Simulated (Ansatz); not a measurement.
C2H8F2Si2, SMILES FC(F)C([SiH3])[SiH3].

Geometry optimised at B3LYP-D3(BJ)/def2-SVP. The structure was generated by enumeration, and PubChem lists no compound with its InChIKey, so it may never have been made. Other conformers were not sampled.

Two levels are set side by side: PBE/def2-SVPD (Ansatz, a first-principles code) and PBE0/def2-SVPD (Ansatz). Energy differences of separate SCF runs at the same geometry; the states with an electron removed or added have multiplicity 2 and 2. Differences are taken from unrounded values.

```json
[
 {"quantity": "vertical ionisation energy (eV)", "PBE0": "10.84"},
 {"quantity": "vertical singlet–triplet gap (eV)", "PBE0": "7.56"}
]
```

Problem. What does PBE give, and how far is it from PBE0? (Estimate from the structure and the level; the computed values follow.)

Solution. 
```tsv
quantity	PBE	PBE minus PBE0
vertical ionisation energy (eV)	10.42	-0.42
vertical singlet–triplet gap (eV)	7.01	-0.55
```
